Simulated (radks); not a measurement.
Valence configurations of the manganese ion Mn3+ (all share [Ar]). All-electron calculation, scalar-relativistic Kohn-Sham, PBE, spin-polarised, spherical densities, point nucleus; open shells are filled with parallel spins first. Program: a radial shooting solver on a logarithmic mesh with Libxc functionals. Energies are relative to 3d4; eigenvalues in eV for spin up.

valence          E (eV)  moment (Bohr magnetons)    e(3d)    e(4p)    e(4s)
3d4               0.000                        4  -42.845        -        -
3d3.5 4s0.5       6.514                        4  -46.326        -  -32.257
3d3.5 4p0.5      10.030                        4  -46.854  -25.514        -
3d3 4s1          14.079                        4  -49.942        -  -33.737
3d3 4s0.5 4p0.5  17.710                        4  -50.459  -26.757  -34.023
3d3 4p1          21.345                        4  -50.970  -27.039        -
3d2.5 4s1.5      23.810                        3  -53.607        -  -34.758
3d2 4s1 4p1      40.283                        4  -58.492  -29.456  -37.186
3d2 4p2          48.015                        4  -59.458  -29.950        -
3d1 4s1 4p2      72.340                        4  -67.343  -32.179  -40.381

NIST lists [Ar] 3d4 as the ground configuration; this level of theory agrees among the configurations tried. The energies are those of spherical high-spin densities, not of single terms.
